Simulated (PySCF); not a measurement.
## Correlation energy of H⁻ (hydrogen, charge -1)

1s2, closed-shell 1S. All numbers are calculated (PySCF 2.14, no relativity, point nucleus, in def2-TZVPPD). Frozen: nothing; 2 electrons correlated.

With two correlated electrons CCSD is exact within the correlated space (frozen core and kept virtual orbitals).

```csv
level,correlation energy (mhartree)
CCSD,-34.38
```

Diagnostics: T1 = 0.0058, D1 = 0.0082, largest double amplitude 0.105.

Cost of the coupled-cluster step: of the order of 0.05 core-seconds, for 2 correlated electrons.

Iterations:

```
CC2 = 0
CCSD nocc = 1, nmo = 17
frozen orbitals []
max_cycle = 100
direct = 0
conv_tol = 1e-08
conv_tol_normt = 1e-06
diis_space = 8
diis_start_cycle = 0
Init t2, MP2 energy = -0.491989992785992  E_corr(MP2) -0.0254922191719728
Init E_corr(CCSD) = -0.0254922191719728
cycle = 1  E_corr(CCSD) = -0.0313374542005474  dE = -0.00584523503  norm(t1,t2) = 0.0348759
cycle = 2  E_corr(CCSD) = -0.0333389647966754  dE = -0.0020015106  norm(t1,t2) = 0.0116782
cycle = 3  E_corr(CCSD) = -0.0343735676272694  dE = -0.00103460283  norm(t1,t2) = 0.00420336
cycle = 4  E_corr(CCSD) = -0.0343809364938533  dE = -7.36886658e-06  norm(t1,t2) = 0.000355811
cycle = 5  E_corr(CCSD) = -0.0343777399623214  dE = 3.19653153e-06  norm(t1,t2) = 3.04334e-05
cycle = 6  E_corr(CCSD) = -0.0343773339269493  dE = 4.06035372e-07  norm(t1,t2) = 4.12794e-06
cycle = 7  E_corr(CCSD) = -0.0343773874115818  dE = -5.34846325e-08  norm(t1,t2) = 1.0966e-06
cycle = 8  E_corr(CCSD) = -0.0343774011273064  dE = -1.37157246e-08  norm(t1,t2) = 1.67123e-07
cycle = 9  E_corr(CCSD) = -0.0343773979620613  dE = 3.16524507e-09  norm(t1,t2) = 1.99839e-08
CCSD converged
E(CCSD) = -0.5008751715760806  E_corr = -0.03437739796206134
```
